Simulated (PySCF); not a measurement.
SiBr2, SMILES Br[Si]Br (connectivity only; charge and spin as stated), neutral, multiplicity 1.

The structure is a stationary point at PBE0-D3(BJ)/def2-TZVP. The isomer is the one that the SMILES or the coordinates give; other isomers of the formula were not compared.

These are PBE0/def2-TZVPD in PySCF values and carry that method's errors.

Symmetry labels are those of the subgroup C2v that the program uses (full group C2v).

Computed valence orbital energies around the gap with their symmetry:
| orbital | symmetry | energy (eV) |
|---|---|---|
| HOMO−7 | B2 | -21.70 |
| HOMO−6 | A1 | -14.02 |
| HOMO−5 | B2 | -10.83 |
| HOMO−4 | A1 | -9.85 |
| HOMO−3 | B1 | -9.70 |
| HOMO−2 | A2 | -8.92 |
| HOMO−1 | B2 | -8.48 |
| HOMO | A1 | -7.57 |
| LUMO | B1 | -3.11 |
| LUMO+1 | A1 | -0.58 |
| LUMO+2 | B2 | -0.52 |
| LUMO+3 | A1 | 0.31 |
